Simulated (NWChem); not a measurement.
System meant: CH3Si cation, singlet

The following NWChem deck was run.

```
start job
memory heap 200 mb stack 900 mb global 1100 mb
charge 1
geometry units angstroms noautoz
  C      0.000000     0.000000     1.073288
  Si     0.000000     0.000000    -0.750074
  H     -0.514171    -0.906762     1.482196
  H     -0.528193     0.898666     1.482196
  H      1.042364     0.008095     1.482196
end
basis spherical
  C library def2-svp
  Si library def2-svp
  H library def2-svp
end
dft
  xc b3lyp
  iterations 4
  mulliken
end
task dft energy
```

End of the output:

```
    Atom       Charge   Shell Charges
 -----------   ------   -------------------------------------------------------
    1 C    6     6.29   1.96  0.61  0.34  1.92  1.42  0.04
    2 Si  14    13.02   2.00  1.97  1.10  0.62  5.79  0.86  0.56  0.12
    3 H    1     0.89   0.58  0.24  0.07
    4 H    1     0.89   0.58  0.24  0.07
    5 H    1     0.89   0.58  0.24  0.07

 center of mass
 --------------
 x =  -0.00000000 y =  -0.00000000 z =  -0.19091511

 moments of inertia (a.u.)
 ------------------
         134.068488070019           0.000000000000           0.000000000000
           0.000000000000         134.068488070019           0.000000000000
           0.000000000000           0.000000000000          11.731922849411

     Multipole analysis of the density
     ---------------------------------

     L   x y z        total         alpha         beta         nuclear
     -   - - -        -----         -----         ----         -------
     0   0 0 0      1.000000    -11.000000    -11.000000     23.000000

     1   1 0 0     -0.000000     -0.000000     -0.000000     -0.000000
     1   0 1 0     -0.000000     -0.000000     -0.000000     -0.000000
     1   0 0 1     -0.247250     -0.123625     -0.123625     -0.000000

     2   2 0 0    -10.826891     -8.323654     -8.323654      5.820417
     2   1 1 0      0.000000      0.000000      0.000000     -0.000000
     2   1 0 1     -0.000000      0.000000      0.000000     -0.000000
     2   0 2 0    -10.826891     -8.323654     -8.323654      5.820417
     2   0 1 1     -0.000000     -0.000000     -0.000000     -0.000000
     2   0 0 2    -10.355670    -43.339117    -43.339117     76.322564

 ------------------------------------------------------------------------
 dft energy failed                                                                                  0
 ------------------------------------------------------------------------
 ------------------------------------------------------------------------
  current input line :
    21: task dft energy
 ------------------------------------------------------------------------
 ------------------------------------------------------------------------
 This type of error is most commonly associated with calculations not reaching convergence criteria
 ------------------------------------------------------------------------
 For more information see the NWChem manual at https://nwchemgit.github.io

0:dft energy failed:Received an Error in Communication
```

What is wrong, and how is it mended?

The run did not converge; its last values are not results. Cause: the SCF was allowed too few iterations. This input runs:
```
start job
memory heap 200 mb stack 900 mb global 1100 mb
charge 1
geometry units angstroms noautoz
  C      0.000000     0.000000     1.073288
  Si     0.000000     0.000000    -0.750074
  H     -0.514171    -0.906762     1.482196
  H     -0.528193     0.898666     1.482196
  H      1.042364     0.008095     1.482196
end
basis spherical
  * library def2-svp
end
dft
  xc b3lyp
  iterations 150
  mulliken
end
task dft energy
```
It converges to -328.95314 Ha (B3LYP/def2-SVP).
